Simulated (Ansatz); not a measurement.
```yaml
crystal:
  periodic: [false, false, false]
  atoms:
    - {symbol: C, position_ang: [0.161905, -0.111491, 2.751309]}
    - {symbol: C, position_ang: [0.237501, 0.189783, 1.374761]}
    - {symbol: N, position_ang: [0.203464, 0.258456, 0.169076]}
    - {symbol: B, position_ang: [0.257234, 0.470280, -1.409595]}
    - {symbol: C, position_ang: [-0.765092, -0.625393, -2.107490]}
    - {symbol: Cl, position_ang: [-0.239399, 2.184095, -1.627945]}
    - {symbol: Cl, position_ang: [2.139275, 0.266671, -1.861150]}
    - {symbol: H, position_ang: [-0.085185, 1.038020, 3.146496]}
    - {symbol: H, position_ang: [1.253793, -0.245330, 3.109247]}
    - {symbol: H, position_ang: [-0.637417, -0.796606, 2.925620]}
    - {symbol: H, position_ang: [-0.504348, -1.770960, -1.751162]}
    - {symbol: H, position_ang: [-1.704991, -0.511468, -1.747703]}
    - {symbol: H, position_ang: [-0.534581, -0.613707, -3.250708]}
basis:
  gaussian: {orbitals: aug-pcseg-2}
total_charge: 1
magnetization: {spin_polarized: true, initial_magnetization: 1}
hamiltonian: {xc: {name: HF}}
correlation: {active_space: {window: {electrons: 6, orbitals: 2}}}
output: {forces: true}
```

```sh
$ ansatz run in.yaml --threads 8 --pin off --events-out ev --progress --plain --max-ram 20889MiB
```

(1) How does Ansatz answer? (Estimate.)

Results:

(1) Ansatz gave: The input was rejected before any iteration.
```
Error: invalid value for `correlation.active_space`: it starts from restricted Hartree–Fock orbitals; set hamiltonian.xc: hf without magnetization.spin_polarized
```
